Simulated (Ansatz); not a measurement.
This geometry of a periodic cell of 17 atoms, Si₁₆O (host Si, host structure diamond, interstitial O) is a first-order saddle point.

The calculation used DFT PBEsol, scalar-relativistic, plane waves, PAW (Ansatz). Settings: PAW set soft_1, cutoff 420 eV, k mesh 2x2x2, gaussian smearing 0.05 eV, spin collinear.

```xyz
17
Lattice="0.0000 5.4300 5.4300 5.4300 0.0000 5.4300 5.4300 5.4300 0.0000" Properties=species:S:1:pos:R:3
Si 0.033 -0.010 0.011
Si 1.442 1.340 1.319
Si 2.774 2.714 -0.056
Si 4.071 4.082 1.348
Si 2.566 -0.060 2.874
Si 4.006 1.292 4.138
Si 5.318 2.674 2.755
Si 6.647 3.999 4.175
Si 0.174 2.963 2.468
Si 1.443 4.112 4.090
Si 2.775 5.486 2.716
Si 4.173 7.081 3.780
Si 2.568 2.558 5.490
Si 3.763 3.964 6.897
Si 5.411 5.679 5.181
Si 6.649 6.686 6.860
O 3.942 5.139 5.725
```

Question: Which two structures does it join? (They come from a converged band through this point; their orientation in space is the band's.)

Answer: The atom that moves furthest is O17, by 0.97 Å; four of its nearest neighbours are Si15 1.66, Si14 1.66, Si5 2.80, Si12 2.80 Å at the first end and Si15 1.66, Si14 1.66, Si12 2.79, Si13 2.80 Å at the last.

Initial state:

```xyz
17
Lattice="0.0000 5.4300 5.4300 5.4300 0.0000 5.4300 5.4300 5.4300 0.0000" Properties=species:S:1:pos:R:3
Si 0.007 0.010 0.022
Si 1.386 1.347 1.377
Si 2.726 2.692 -0.019
Si 4.062 4.067 1.342
Si 2.441 -0.081 2.965
Si 3.995 1.278 4.100
Si 5.325 2.632 2.707
Si 6.528 3.938 4.253
Si 0.140 2.974 2.538
Si 1.444 4.176 4.089
Si 2.792 5.510 2.692
Si 4.153 7.065 3.825
Si 2.701 2.702 5.439
Si 3.772 4.059 6.983
Si 5.438 5.731 5.241
Si 6.793 6.801 6.785
O 4.047 5.445 6.106
```

Final state:

```xyz
17
Lattice="0.0000 5.4300 5.4300 5.4300 0.0000 5.4300 5.4300 5.4300 0.0000" Properties=species:S:1:pos:R:3
Si 0.009 -0.020 -0.011
Si 1.442 1.346 1.255
Si 2.799 2.732 -0.081
Si 4.065 4.088 1.361
Si 2.694 -0.003 2.736
Si 3.995 1.334 4.155
Si 5.327 2.719 2.793
Si 6.795 4.065 4.060
Si 0.136 2.899 2.452
Si 1.385 4.053 4.080
Si 2.727 5.447 2.735
Si 4.159 7.031 3.788
Si 2.443 2.475 5.514
Si 3.768 3.892 6.804
Si 5.441 5.616 5.124
Si 6.533 6.606 6.915
O 4.043 4.768 5.418
```

Question: How far does it lie above each of them?

Answer: 0.014 eV above the first and 0.013 eV above the second. This is the barrier of this one path; another mechanism may lie lower. Limits of this set-up: coarse k mesh, PAW files made for another functional, a small cell, in which the defect meets its images.

The run took 3.6 min on 2 threads of Arm Neoverse V1, on a shared host, peak memory 1.3 GiB.
